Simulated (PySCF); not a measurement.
Tm(67+) (thulium, charge +67): Hartree-Fock from Schrödinger to Dirac-Coulomb-Breit

Occupied: 1s1/2. Hartree-Fock calculated with PySCF 2.14 in an uncontracted even-tempered set (16 s from 17 bohr⁻², ratio 2.7; 13 p from 20 bohr⁻², ratio 2.7), Gaussian nucleus throughout. NR is non-relativistic, sf-X2C the spin-free one-electron X2C Hamiltonian, X2C adds the bare one-electron spin-orbit term, X2C-SNSO screens it by Boettger's factors, DC is four-component Dirac-Coulomb, and the Gaunt and Breit terms are added at first order (total energies over the DC spinors, levels after relaxing the spinors in that mean field). QED terms are absent. Levels marked empty are virtual spinors of this ion.

| Hamiltonian | E (hartree) | E − E(DC) (hartree) | CPU seconds |
| --- | --- | --- | --- |
| NR | -4717.6710 | 341.6802 | 0.34 |
| sf-X2C | -5056.9989 | 2.3522 | 0.2 |
| X2C | -5056.9989 | 2.3522 | 0.2 |
| X2C-SNSO | -5056.9989 | 2.3522 | 0.2 |
| DC | -5059.3512 | 0.0000 | 3.6 |
| DC+Gaunt | -5054.6605 | 4.6907 | 6 |
| DC+Breit | -5054.6605 | 4.6907 | 54 |

Task: Give the 2p spin-orbit interval with each Hamiltonian that has one.

Result: X2C 1137; X2C-SNSO 1119; DC 1111; DC+Gaunt 1096; DC+Breit 1096 (eV).

| level (eV) | NR | sf-X2C | X2C | X2C-SNSO | DC | DC+Gaunt | DC+Breit |
| --- | --- | --- | --- | --- | --- | --- | --- |
| 1s1/2 | -63603.5 | -68124.2 | -68124.2 | -68124.2 | -68187.7 | -68061.0 | -68061.0 |
| 2s1/2 (empty) | -15452.2 | -16834.1 | -16834.1 | -16834.1 | -16841.2 | -16826.9 | -16828.6 |
| 2p1/2 (empty) | -15323.4 | -15875.7 | -16683.3 | -16669.8 | -16666.4 | -16636.4 | -16640.6 |
| 2p3/2 (empty) | -15323.4 | -15875.7 | -15546.1 | -15550.6 | -15555.5 | -15540.9 | -15545.1 |
| 3s1/2 (empty) | -6816.8 | -7303.7 | -7303.7 | -7303.7 | -7305.7 | -7301.6 | -7302.1 |

Weight of the small component: 1s1/2 0.0673, 2s1/2 0.0165, 2p1/2 0.0165, 2p3/2 0.0153, 3s1/2 0.00725.

Koopmans' value for the highest occupied level at DC+Breit: 68061.0 eV, against an ionisation energy of 67965.25 ± 0.12 eV (theoretical estimate listed by NIST; NIST Atomic Spectra Database, ionization energies); the former lacks relaxation, correlation, QED and recoil.

The whole ladder took 66 s of wall time on 1 thread of Neoverse-N1 (shared host), launched as `OMP_NUM_THREADS=1 python relrun2.py TASK.json OUT` (a driver that calls PySCF for each Hamiltonian).
